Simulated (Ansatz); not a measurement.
Geometry optimisation, UKS r2SCANh-D4/def2-SVP in Ansatz 0.2.0.

The input (input.yaml):

```yaml
crystal:
  periodic: [false, false, false]
  atoms:
    - { symbol: Ga, position_ang: [-1.370721, -0.177964, -0.584622] }
    - { symbol: Si, position_ang: [0.853265, -0.797921, -0.142795] }
    - { symbol: H, position_ang: [-1.765276, 0.529247, -1.919142] }
    - { symbol: H, position_ang: [-2.466382, -0.482749, 0.489496] }
    - { symbol: H, position_ang: [0.591322, 1.54591, 1.214538] }
    - { symbol: F, position_ang: [0.013038, 2.16146, 0.867752] }
    - { symbol: H, position_ang: [1.859143, -0.314695, -1.136347] }
    - { symbol: H, position_ang: [1.255609, -0.190229, 1.176432] }
    - { symbol: H, position_ang: [1.029902, -2.272957, 0.034588] }
magnetization:
  spin_polarized: true
basis:
  gaussian: { orbitals: def2-SVP }
hamiltonian:
  xc: r2scanh
  dispersion: d4
relax:
  f_tol: 0.03
  max_steps: 50
```

Command:

```bash
$ ansatz run input.yaml --threads 4 --pin off --max-ram 5120MiB --backend cpu --events-out ev --progress --plain --runs-dir out
```

Where does it end, and by what steps?

It converged. After 18 steps the energy has fallen by 0.266 eV; F6 moved furthest, 0.77 Å.

```
step  energy less start (eV)  largest force component (eV/Å)  accepted
   0                  0.0000                           0.702       yes
   1                 -0.0779                           0.778       yes
   2                 -0.1730                           0.429       yes
   3                 -0.2322                           0.146       yes
   4                 -0.1757                           0.498        no
   5                 -0.2418                           0.083       yes
   6                 -0.2453                           0.061       yes
   7                 -0.2487                           0.244       yes
   8                 -0.2529                           0.142       yes
   9                 -0.2613                           0.047       yes
  10                 -0.2633                           0.106       yes
  11                 -0.2641                           0.081       yes
  12                 -0.2651                           0.087       yes
  13                 -0.2658                           0.045       yes
  14                 -0.2661                           0.037       yes
  15                 -0.2663                           0.043       yes
  16                 -0.2663                           0.046       yes
  17                 -0.2663                           0.038       yes
  18                 -0.2664                           0.014       yes
```

```xyz
9
Properties=species:S:1:pos:R:3
Ga -1.270 0.092 -0.493
Si 0.952 -0.818 -0.180
H -1.529 1.037 -1.709
H -2.442 -0.482 0.365
H 0.315 1.301 1.093
F -0.551 1.649 0.964
H 1.884 -0.795 -1.347
H 1.572 0.161 0.812
H 1.069 -2.145 0.495
```

Whether the end is a true minimum wasn't checked by a vibrational analysis.

Time of the run: 99 s on 4 threads of Arm Neoverse N1 (shared host), peak memory 0.34 GiB.
